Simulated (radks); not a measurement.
Question: These are the eigenvalues of the occupied orbitals of an atom or ion with whole-number occupations (eV). All-electron calculation, non-relativistic Kohn-Sham, PBE, spin-polarised, spherical densities, point nucleus. Program: a radial shooting solver on a logarithmic mesh with Libxc functionals.

orbital  eigenvalue
1s up     -11850.31
1s down   -11842.32
2s up     -2663.686
2s down   -2649.081
2p up     -2586.621

Which element is it, and in what charge state? The configuration may be excited. Open shells, if any, are filled with parallel spins first.

Answer: Z = 31, gallium, charge +26: Ga26+ in [He] 2s2 2p1. The list shows which subshells hold electrons but not how many an open one holds; the 1s level, -435.49 hartree, gives Z - s = 29.5 by -(Z - s)^2/2, which with screening narrows Z to a few neighbours, and the depths of the outer levels then fix element, charge and occupations together.
